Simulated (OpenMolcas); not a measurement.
What dynamic correlation does to the levels of Ar3+

| Item | Value |
| --- | --- |
| Program | OpenMolcas |
| Basis | ANO-L-VTZP [5s4p2d1f] |
| Scalar Hamiltonian | non-relativistic, point nucleus |
| Active space | 3 electrons in 3 orbitals (3p) |
| State averaging | 2S+1 = 4 odd, 1 root; 2S+1 = 2 odd, 8 roots |
| Spin-orbit coupling | RASSI with atomic mean-field integrals over the reference wave functions, term energies averaged over their components |

Methods on the same reference wave functions:
A. CASSCF
B. SS-CASPT2, IPEA 0.25 Eh, imaginary shift 0.1 Eh (closed shells correlated: 2s 2p 3s)

Energies in cm⁻¹ above 3s² 3p³ ⁴S°_3/2, the measured ground level; measured values from Saloman, J. Phys. Chem. Ref. Data 39, 033101 (2010).

```json
{"Level": "3s² 3p³ ⁴S°_3/2", "A": "0.0", "B": "0.0", "Measured": "0.0"}
{"Level": "3s² 3p³ ²D°_3/2", "A": "26215", "B": "22320", "Measured": "21091"}
{"Level": "3s² 3p³ ²D°_5/2", "A": "26300", "B": "22410", "Measured": "21220"}
{"Level": "3s² 3p³ ²P°_1/2", "A": "43676", "B": "37470", "Measured": "34855"}
{"Level": "3s² 3p³ ²P°_3/2", "A": "43789", "B": "37600", "Measured": "35032"}
```

Deviations, from unrounded energies. A percentage is the sum of absolute deviations over the sum of measured energies, with the sign that they share, or ± where signs differ.

```
                        Against measurement  Levels      A     B
             mean absolute deviation (cm-1)       4   6900  1900
other terms of the ground configuration (%)       4  +24.8  +6.8
```

B lies closest to measurement on these levels. The largest miss of B in the table is 3s² 3p³ ²P°_1/2, by +2600 cm-1. The ranking rests on the paired levels alone, and a cruder setting can come out closer through cancelling errors.

From A to B the spin-free energies of the other terms of 3s² 3p³ shown, above ⁴S°, scale by factors of 0.85 to 0.86.

The lowest spin-free term lies below A's lowest term by 0.137 hartree in B.

CASPT2 breaks the degeneracy within a term, and the mean is taken; among the terms shown or strongly mixed into the levels shown the widest spread is 400 cm-1 (3s² 3p³ ²D°, B). With the s shell closed, the reference lacks s² → p² mixing. Computed and measured levels are paired by configuration, term and J; levels that our copy of the source lacks, or whose pairing is in doubt (as where it misses far off the trend of its configuration), stay unpaired and out of the deviations. Only configurations of the active space appear.

° marks odd parity.
